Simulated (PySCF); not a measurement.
CaCl, SMILES [Ca+][Cl], charge +1.

Geometry optimised at PBE-D3(BJ)/def2-TZVPD. The spin state was assumed, not searched.

Method: PBE0/def2-TZVPD (PySCF).

Isolated molecule, no solvent.

* **total energy**: -1137.31526 hartree
* **point group**: C∞v
* **highest occupied level**: -13.02 eV
* **lowest empty level**: -7.27 eV
* **orbital gap**: 5.75 eV
* **dipole moment about the centre of nuclear charge**: 2.146 e·Å
* **mean static polarisability**: 29.0 bohr³ (4.30 Å³)
* **polarisability, principal values**: 23.2, 23.2, 40.5 bohr³
